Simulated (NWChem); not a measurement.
System: digermane (Ge2H6); SMILES [GeH3][GeH3]

Input file for NWChem:

```
start job
memory heap 200 mb stack 900 mb global 1100 mb
geometry units angstroms noautoz
  Ge     0.000000     0.000000    -1.224586
  Ge     0.000000     0.000000     1.224586
  H     -1.022706     1.024225    -1.771136
  H     -0.375651    -1.397802    -1.771136
  H      1.398358     0.373577    -1.771136
  H      0.373577     1.398358     1.771136
  H      1.024225    -1.022706     1.771136
  H     -1.397802    -0.375651     1.771136
end
basis spherical
  * library 6-31g*
end
dft
  xc xperdew91 perdew91
  iterations 150
  mulliken
end
task dft energy
```

Output (shortened):

```
             Northwest Computational Chemistry Package (NWChem) 7.3.0
             --------------------------------------------------------

 D3D symmetry detected

                             Geometry "geometry" -> ""
                             -------------------------

 Output coordinates in angstroms (scale by  1.889725989 to convert to a.u.)

  No.       Tag          Charge          X              Y              Z
 ---- ---------------- ---------- -------------- -------------- --------------
    1 Ge                  32.0000    -0.00000000     0.00000000    -1.22458600
    2 Ge                  32.0000     0.00000000    -0.00000000     1.22458600
    3 H                    1.0000    -1.02346523     1.02346523    -1.77113600
    4 H                    1.0000    -0.37461427    -1.39807950    -1.77113600
    5 H                    1.0000     1.39807950     0.37461427    -1.77113600
    6 H                    1.0000     0.37461427     1.39807950     1.77113600
    7 H                    1.0000     1.02346523    -1.02346523     1.77113600
    8 H                    1.0000    -1.39807950    -0.37461427     1.77113600

 Effective nuclear repulsion energy (a.u.)     319.9009972566

      Symmetry information
      --------------------

 Group name             D3d
 Group number             33
 Group order              12
 No. of unique centers     2

  perdew91 is a nonlocal functional; adding pw91lda local functional.

                                 NWChem DFT Module
                                 -----------------

 Summary of "ao basis" -> "ao basis" (spherical)
 ------------------------------------------------------------------------------
       Tag                 Description            Shells   Functions and Types
 ---------------- ------------------------------  ------  ---------------------
 Ge                          6-31g*                 12       32   5s4p3d
 H                           6-31g*                  2        2   2s

      Symmetry analysis of basis
      --------------------------

        a1g        14
        a1u         0
        a2g         0
        a2u        14
        eg         24
        eu         24

  Rotation of axis

            General Information
            -------------------
          SCF calculation type: DFT
          Wavefunction type:  closed shell.
          No. of atoms     :     8
          No. of electrons :    70
           Alpha electrons :    35
            Beta electrons :    35
          Charge           :     0
          Spin multiplicity:     1
          Use of symmetry is: on ; symmetry adaption is: on
          Maximum number of iterations: 150
          AO basis - number of functions:    76
                     number of shells:    36
          Convergence on energy requested:  1.00D-06
          Convergence on density requested:  1.00D-05
          Convergence on gradient requested:  5.00D-04

              XC Information
              --------------
                 Perdew 1991   Exchange Functional  1.000
                Perdew 1991 Correlation Functional  1.000 non-local
            Perdew 1991 LDA Correlation Functional  1.000 local

             Grid Information
             ----------------
          Grid used for XC integration:  medium
          Radial quadrature: Mura-Knowles
          Angular quadrature: Lebedev.
          Tag              B.-S. Rad. Rad. Pts. Rad. Cut. Ang. Pts.
          ---              ---------- --------- --------- ---------
          Ge                  1.25      112          10.0       590
          H                   0.35       45          11.0       434
          Grid pruning is: on
          Number of quadrature shells:   157
          Spatial weights used:  Erf1

      Superposition of Atomic Density Guess
      -------------------------------------

 Sum of atomic energies:       -4153.03226818

      Non-variational initial energy
      ------------------------------

 Total energy =   -4153.669279
 1-e energy   =   -6428.977324
 2-e energy   =    1955.407047
 HOMO         =      -0.313398
 LUMO         =       0.059355

      Symmetry analysis of molecular orbitals - initial
      -------------------------------------------------

  Numbering of irreducible representations:

     1 a1g         2 a1u         3 a2g         4 a2u         5 eg
     6 eu

  Orbital symmetries:

     1 a2u         2 a1g         3 a2u         4 a1g         5 eg
     6 eg          7 eu          8 eu          9 a2u        10 a1g
    11 a1g        12 a2u        13 eu         14 eu         15 eg
    16 eg         17 a1g        18 a2u        19 a1g        20 eu
    21 eu         22 eg         23 eg         24 eu         25 eu
    26 eg         27 eg         28 a2u        29 a1g        30 a2u
    31 eu         32 eu         33 eg         34 eg         35 a1g
    36 a2u        37 eu         38 eu         39 a1g        40 a2u
    41 eg         42 eg         43 a1g        44 eu         45 eu

     ---------------------------------------------
      Total Density - Mulliken Population Analysis
     ---------------------------------------------

    Atom       Charge   Shell Charges
 -----------   ------   -------------------------------------------------------
    1 Ge  32    32.02   2.00  2.00  6.00  2.00  5.99  1.22  2.03  0.15  0.52  6.87  2.97  0.26
    2 Ge  32    32.02   2.00  2.00  6.00  2.00  5.99  1.22  2.03  0.15  0.52  6.87  2.97  0.26
    3 H    1     0.99   0.45  0.55
    4 H    1     0.99   0.45  0.55
    5 H    1     0.99   0.45  0.55
    6 H    1     0.99   0.45  0.55
    7 H    1     0.99   0.45  0.55
    8 H    1     0.99   0.45  0.55

   convergence    iter        energy       DeltaE   RMS-Dens  Diis-err
 ---------------- ----- ----------------- --------- --------- ---------
 d= 0,ls=0.0,diis     1  -4157.2851137867 -4.48D+03  1.01D-02  2.43D-01
 d= 0,ls=0.0,diis     2  -4157.3121551620 -2.70D-02  3.94D-03  8.35D-02
 d= 0,ls=0.0,diis     3  -4157.3193497051 -7.19D-03  1.08D-03  7.96D-03
 d= 0,ls=0.0,diis     4  -4157.3202731743 -9.23D-04  2.48D-04  3.20D-04
 d= 0,ls=0.0,diis     5  -4157.3203325613 -5.94D-05  7.45D-05  3.29D-05
  Resetting Diis
 d= 0,ls=0.0,diis     6  -4157.3203359538 -3.39D-06  9.91D-06  6.19D-07
 d= 0,ls=0.0,diis     7  -4157.3203360248 -7.11D-08  1.19D-06  3.97D-09

         Total DFT energy =    -4157.320336024820
      One electron energy =    -6429.582431190584
           Coulomb energy =     2112.818640881661
    Exchange-Corr. energy =     -160.457542972483
 Nuclear repulsion energy =      319.900997256588

 Numeric. integr. density =       70.000072192486

                  Occupations of the irreducible representations
                  ----------------------------------------------

                     irrep           alpha         beta
                     --------     --------     --------
                     a1g               8.0          8.0
                     a1u               0.0          0.0
                     a2g               0.0          0.0
                     a2u               7.0          7.0
                     eg               10.0         10.0
                     eu               10.0         10.0

                       DFT Final Molecular Orbital Analysis
                       ------------------------------------

 Vector   33  Occ=2.000000D+00  E=-2.950456D-01  Symmetry=eg
              MO Center= -3.6D-15, -4.6D-15,  4.1D-15, r^2= 5.1D+00
   Bfn.  Coefficient  Atom+Function         Bfn.  Coefficient  Atom+Function
  ----- ------------  ---------------      ----- ------------  ---------------
    11      0.321341  1 Ge px                43     -0.321341  2 Ge px
    69      0.189261  5 H  s                 75      0.189261  8 H  s
    70      0.187031  5 H  s                 76      0.187031  8 H  s
    65     -0.159668  3 H  s                 73     -0.159668  7 H  s
    66     -0.157786  3 H  s                 74     -0.157786  7 H  s

 Vector   34  Occ=2.000000D+00  E=-2.950456D-01  Symmetry=eg
              MO Center= -2.5D-15,  2.9D-15,  1.4D-15, r^2= 5.1D+00
   Bfn.  Coefficient  Atom+Function         Bfn.  Coefficient  Atom+Function
  ----- ------------  ---------------      ----- ------------  ---------------
    12      0.321341  1 Ge py                44     -0.321341  2 Ge py
    67     -0.201454  4 H  s                 71     -0.201454  6 H  s
    68     -0.199080  4 H  s                 72     -0.199080  6 H  s
     8     -0.132888  1 Ge py                40      0.132888  2 Ge py
    65      0.126355  3 H  s                 73      0.126355  7 H  s

 Vector   35  Occ=2.000000D+00  E=-2.594616D-01  Symmetry=a1g
              MO Center=  2.7D-15, -1.1D-15, -2.1D-15, r^2= 3.5D+00
   Bfn.  Coefficient  Atom+Function         Bfn.  Coefficient  Atom+Function
  ----- ------------  ---------------      ----- ------------  ---------------
    13      0.455134  1 Ge pz                45     -0.455134  2 Ge pz
     9     -0.183847  1 Ge pz                41      0.183847  2 Ge pz
    10     -0.128082  1 Ge s                 42     -0.128082  2 Ge s
    17      0.090194  1 Ge pz                49     -0.090194  2 Ge pz
    66     -0.088366  3 H  s                 68     -0.088366  4 H  s

 Vector   36  Occ=0.000000D+00  E=-2.328600D-02  Symmetry=a2u
              MO Center=  1.7D-16,  1.0D-16, -2.8D-16, r^2= 7.1D+00
   Bfn.  Coefficient  Atom+Function         Bfn.  Coefficient  Atom+Function
  ----- ------------  ---------------      ----- ------------  ---------------
    17      1.042910  1 Ge pz                49      1.042910  2 Ge pz
    14      1.014011  1 Ge s                 46     -1.014011  2 Ge s
    10     -0.599351  1 Ge s                 42      0.599351  2 Ge s
    13      0.299341  1 Ge pz                45      0.299341  2 Ge pz
     6      0.179092  1 Ge s                 38     -0.179092  2 Ge s

[...]
```

Level: PW91/6-31G* (spherical d). The geometry was optimised at B3LYP/6-31G* (spherical d).
